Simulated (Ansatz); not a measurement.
`NC([SiH3])[SiH2]O` and `NC([SiH3])[SeH]` differ in one atom or group.

Ansatz, PBE0-D4/def2-TZVP geometries, multiplicity 1. Each molecule was computed in one conformer, which needn't be the lowest.

Scalar relativity is left out up to krypton.

```
                                          property  `NC([SiH3])[SiH2]O`
             HOMO–LUMO gap (B3LYP/def2-TZVPP) / eV                 6.19
    size of the dipole moment (PBE/def2-TZVPP) / D                 1.91
             HOMO energy (ωB97M-V/def2-TZVPP) / eV                -8.98
               LUMO energy (B3LYP/def2-TZVPP) / eV                -0.27
size of the dipole moment (ωB97M-V/def2-TZVPP) / D                 2.03
                LUMO energy (PBE0/def2-TZVPP) / eV                -0.01
```

Task: What does the change do to each property? (Best estimate.)

Result: The calculation gave: 
```tsv
property	`NC([SiH3])[SeH]`	shift
HOMO–LUMO gap (B3LYP/def2-TZVPP) / eV	5.66	-0.53
size of the dipole moment (PBE/def2-TZVPP) / D	1.85	-0.06
HOMO energy (ωB97M-V/def2-TZVPP) / eV	-8.59	0.39
LUMO energy (B3LYP/def2-TZVPP) / eV	-0.52	-0.25
size of the dipole moment (ωB97M-V/def2-TZVPP) / D	1.94	-0.09
LUMO energy (PBE0/def2-TZVPP) / eV	-0.29	-0.28
```

With PBE0 the HOMO rises by 0.29 eV and the LUMO falls by 0.28 eV, so the gap narrows by about 0.57 eV. PBE moves the HOMO by 0.11 eV and ωB97M-V by 0.39 eV. Dipoles are sizes alone; their direction can turn.

B3LYP here is the variant with VWN-RPA as its local correlation; programs differ in this.

Spin–orbit coupling is left out; it splits and shifts lone-pair levels of the heavy atoms by tenths of an eV.
